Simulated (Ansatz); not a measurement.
Relaxation of C$_{2}$H$_{9}$BOSi (14 atoms, charge 0, multiplicity 1), to a largest force component of 0.02 eV/Å in at most 40 steps.

Theory: Ansatz 0.2.0, UKS PBE0-D4/STO-3G.

```xyz
14
Properties=species:S:1:pos:R:3
C -1.726 0.122 0.167
B -0.257 -0.212 -0.114
C 0.167 -1.731 -0.094
Si 1.127 1.198 -0.478
O 2.287 1.136 0.702
H -1.919 1.282 0.097
H -2.041 -0.183 1.169
H -2.377 -0.306 -0.612
H 1.290 -1.801 -0.244
H -0.359 -2.300 -0.827
H -0.026 -2.160 0.942
H 1.668 0.969 -1.782
H 0.346 2.529 -0.470
H 1.807 1.428 1.574
```

Task: Where does it end, and by what steps?

Result: It converged. Limits of this set-up: minimal basis. After 24 steps the energy has fallen by 0.699 eV; H14 moved furthest, 1.66 Å.

```csv
step,energy less start (eV),largest force component (eV/Å),accepted
0,0.0000,4.254,yes
1,-0.5659,0.810,yes
2,-0.6236,0.199,yes
3,-0.6270,0.092,yes
4,-0.6283,0.065,yes
5,-0.6322,0.300,yes
6,-0.6366,0.228,yes
7,-0.6451,0.374,yes
8,-0.6498,0.653,yes
9,-0.6594,0.349,yes
10,-0.6698,0.120,yes
11,-0.6742,0.318,yes
12,-0.6837,0.140,yes
13,-0.6897,0.045,yes
14,-0.6861,0.471,no
15,-0.6752,0.506,no
16,-0.6919,0.048,yes
17,-0.6946,0.091,yes
18,-0.6958,0.130,yes
19,-0.6969,0.088,yes
20,-0.6982,0.031,yes
21,-0.6988,0.053,yes
22,-0.6990,0.042,yes
23,-0.6992,0.021,yes
24,-0.6993,0.005,yes
```

```xyz
14
Properties=species:S:1:pos:R:3
C -1.834 0.042 -0.361
B -0.309 -0.151 -0.029
C 0.188 -1.549 0.493
Si 0.943 1.362 -0.254
O 2.615 0.945 -0.239
H -2.198 1.069 -0.239
H -2.490 -0.638 0.196
H -1.960 -0.209 -1.428
H 1.227 -1.783 0.231
H -0.452 -2.383 0.182
H 0.143 -1.517 1.595
H 0.745 2.023 -1.524
H 0.656 2.345 0.781
H 2.715 0.416 0.624
```

Whether the end is a true minimum wasn't checked by a vibrational analysis.

Time of the run: 2.4 min on 1 thread of Intel(R) Xeon(R) Platinum 8259CL CPU @ 2.50GHz (Skylake/Cascade Lake) (shared host), peak memory 0.19 GiB.
